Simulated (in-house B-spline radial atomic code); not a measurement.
# The xenon ion Xe⁵⁺: [Kr] 4d10 5s1 5p2 (with a hole in an inner shell)

All numbers are computed (Dirac-Hartree-Fock, average of configuration; Fermi nucleus of rms radius 4.7859 fm) with a B-spline radial code for spherical atoms, not measured.

Z_r = [3n² - l(l+1)]/(2<r>); Z_e = n√(-2ε); the last column is Slater's effective charge. Values are occupation-weighted means over j. An effective charge above Z reflects the relativistic contraction of the inner shells.

| shell | electrons | ε (eV) | <r> (bohr) | Z_r | Z_e | Slater |
| --- | --- | --- | --- | --- | --- | --- |
| 1s | 2 | -34820 | 0.02665 | 56.28 | 50.59 | 53.70 |
| 2s | 2 | -5572.7 | 0.114 | 52.62 | 40.48 | 49.85 |
| 2p | 6 | -5007.6 | 0.1001 | 49.93 | 38.37 | 49.85 |
| 3s | 2 | -1233.2 | 0.3046 | 44.32 | 28.56 | 42.75 |
| 3p | 6 | -1045.3 | 0.3028 | 41.29 | 26.30 | 42.75 |
| 3d | 10 | -763.22 | 0.2799 | 37.51 | 22.47 | 32.85 |
| 4s | 2 | -291.2 | 0.7171 | 33.47 | 18.51 | 26.25 |
| 4p | 6 | -228.86 | 0.7629 | 30.15 | 16.41 | 26.25 |
| 4d | 10 | -134.12 | 0.8641 | 24.30 | 12.56 | 14.85 |
| 5s | 1 | -80.493 | 1.69 | 22.19 | 12.16 | 10.00 |
| 5p | 2 | -64.28 | 1.9 | 19.21 | 10.87 | 10.00 |

The least bound orbital is 5p3/2 at -63.62 eV, and it is also the most diffuse (<r> = 1.918 bohr).

Spin-orbit splittings of the orbital energies (j = l + 1/2 above j = l - 1/2 when positive): 2p 325.9 eV, 3p 63.54 eV, 3d 13.23 eV, 4p 12.82 eV, 4d 2.128 eV, 5p 1.973 eV.

For the 1s electron the small component carries 3.96 % of the norm, the zero-frequency Breit interaction raises the level by 86.85 eV, self-energy by 49.96 eV, and vacuum polarisation lowers it by 7 eV.
